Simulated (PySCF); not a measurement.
A structure optimised at PBE0-D3(BJ)/def2-SVP, used in a PySCF frequency run:

```
C
O 1 1.3924
C 2 1.3914 1 113.41
H 3 1.0989 2 107.97 1 -179.78
H 3 1.1085 4 108.45 2 121.61
H 3 1.1092 4 108.42 5 116.69
H 1 1.1098 2 111.22 3 -55.49
H 1 1.1111 7 107.11 2 -121.61
C 1 1.5040 7 108.95 8 -117.36
O 9 1.4046 1 109.58 7 -50.15
C 10 1.3437 9 115.84 1 -178.13
H 11 1.0907 10 113.98 9 -176.60
H 11 1.0968 12 120.94 10 -151.23
H 9 1.1053 10 110.33 11 -57.68
H 9 1.1077 14 108.09 10 -120.45
```
Charge 0, spin multiplicity 2.

Q: Write its SMILES and formula.

A: [CH2]OCCOC, C4H9O2

Q: What are its rotational constants (standard atomic weights)?

A: 11.630, 1.6053, 1.5011 GHz
